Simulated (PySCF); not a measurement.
Structure problem from calculated spectra and properties.

Formula: C4H8F3P.

| Quantity | Value |
| --- | --- |
| 13C NMR | chemical shifts (computed TMS as zero) by class: 135.8 (1 C), 37.1 (1 C), 23.5 (1 C), 8.8 (1 C) ppm [GIAO PBE0/pcSseg-1] |
| NMR, other nuclei | isotropic shieldings of nuclei other than C and H, by class: 258 (3 F), 425 (1 P) ppm [GIAO PBE0/pcSseg-1] |
| UV, strongest line | among the 8 lowest singlet transitions: S2 at 6.32 eV (196 nm, f = 0.090) [TDDFT B3LYP/def2-SVPD] |
| Dipole | 2.36 D [B3LYP/def2-SVPD] |
| Triplet | lowest triplet excitation (Tamm–Dancoff): 5.30 eV [TDA B3LYP/def2-SVPD] |
| UV, first state | lowest singlet excitation: 6.13 eV (202 nm, f = 0.033) [TDDFT B3LYP/def2-SVPD] |
| Rotational structure | rotational constants A, B, C: 3.975, 0.674, 0.652 GHz [GFN2-xTB] |
| Polarisability | 79.0 au [B3LYP/def2-SVPD] |

The electronic properties come from PySCF, for the isolated species, density fitting. Levels stand in brackets. Geometry: GFN2-xTB, one conformer, isolated molecule. NMR classes are plain means over equivalent atoms (diastereotopic ones count apart unless rotation or inversion swaps them), as if these changed places fast.

Task: Give a SMILES that accounts for the data.

Result: Numbering: `[CH3:1][PH:2][CH2:3][CH2:4][C:5]([F:6])([F:7])[F:8]`. 4 carbons fall into 4 classes; from least to most shielded: CF3 carbon [C5] (135.8 ppm), chain CH2 carbon [C4] (37.1 ppm), sp3 carbon bound to phosphorus [C3] (23.5 ppm), sp3 carbon bound to phosphorus [C1] (8.8 ppm). The other shieldings belong to: 258 ppm, fluorine of a CF3 group [F6/F7/F8]; 425 ppm, phosphine phosphorus [P2]. The optimised geometry has point group C1 and is an asymmetric top. Structure: `CPCCC(F)(F)F`. Computed isomers that give other values at the same levels: `CP(C)CC(F)(F)F` (13C chemical shifts (computed TMS as zero) by class: 135.9 (1 C), 44.5 (1 C), 18.8 (2 C) ppm); `CCP(C)C(F)(F)F` (13C chemical shifts (computed TMS as zero) by class: 142.3 (1 C), 25.0 (1 C), 11.1 (1 C), 10.2 (1 C) ppm); `CCPCC(F)(F)F` (13C chemical shifts (computed TMS as zero) by class: 136.1 (1 C), 27.1 (1 C), 17.5 (1 C), 17.0 (1 C) ppm). The assignments are read from this structure; whether some other isomer fits the data as well wasn't checked.

Shape of the structure used: `[CH3:1][PH:2][CH2:3][CH2:4][C:5]([F:6])([F:7])[F:8]`: C1–P2–C3–C4 -171°, P2–C3–C4–C5 -178°, C3–C4–C5–F6 60°.
